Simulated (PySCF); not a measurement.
Ge(OH)3(PH2) (GeH5O3P), SMILES [OH][Ge]([OH])([OH])[PH2].

Geometry: B3LYP-D3(BJ)/def2-SVP. The values are those of a single conformer.

Level of theory: TDA-PBE/def2-SVPD (PySCF).

Vertical excitations. Isolated molecule, no solvent.

```tsv
state	energy (eV)	λ (nm)	f	main pairs
S1	5.57	223	0.108	HOMO→LUMO 82 %
S2	6.01	206	0.019	HOMO−1→LUMO 93 %
S3	6.24	199	0.007	HOMO→LUMO+2 64 %, HOMO→LUMO+1 20 %
S4	6.29	197	0.012	HOMO−2→LUMO 86 %
S5	6.44	192	0.094	HOMO−3→LUMO 79 %
S6	6.54	190	0.059	HOMO→LUMO+1 32 %, HOMO→LUMO+2 20 %, HOMO−1→LUMO+1 13 %, HOMO−3→LUMO 7 %
S7	6.67	186	0.008	HOMO−1→LUMO+1 80 %
S8	6.80	182	0.025	HOMO−1→LUMO+2 87 %
S9	6.87	180	0.015	HOMO→LUMO+3 83 %
S10	6.94	179	0.003	HOMO−2→LUMO+1 90 %
T1	4.95	251	0	HOMO→LUMO 91 %
T2	5.66	219	0	HOMO→LUMO+1 83 %
T3	5.73	216	0	HOMO→LUMO+2 53 %, HOMO−1→LUMO 39 %
T4	5.76	215	0	HOMO−1→LUMO 57 %, HOMO→LUMO+2 34 %
```
Triplets are in the Tamm–Dancoff approximation.
